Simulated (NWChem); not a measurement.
Molecule: C2H8OSi3; SMILES [SiH2]1O[SiH2]C([SiH3])=C1

```xyz
14

Si    -0.2355    -2.6202     0.0000
C     -0.1493    -0.7453     0.0000
C     -1.2608     0.0331     0.0000
Si    -0.9181     1.8889     0.0000
O      0.7570     1.8428     0.0000
Si     1.4233     0.3039     0.0000
H      0.4554    -3.1725    -1.2065
H     -1.6635    -3.0612     0.0000
H      0.4554    -3.1725     1.2065
H     -2.2659    -0.4141     0.0000
H     -1.4403     2.5837     1.2128
H     -1.4403     2.5837    -1.2128
H      2.2643     0.0836    -1.2127
H      2.2643     0.0836     1.2127
```
Atoms are numbered in this order, from 1.

Program: NWChem. Coordinates come from a PBE0/def2-SVP optimisation.

Question: Estimate the computed values for Hartree-Fock/aug-cc-pVDZ. Quantities: highest occupied level (eV); orbital gap (eV); dipole (D).

Answer: The highest occupied level (eV) comes out as -10.47 and the orbital gap (eV) comes out as 11.37. The dipole (D) comes out as 1.23.
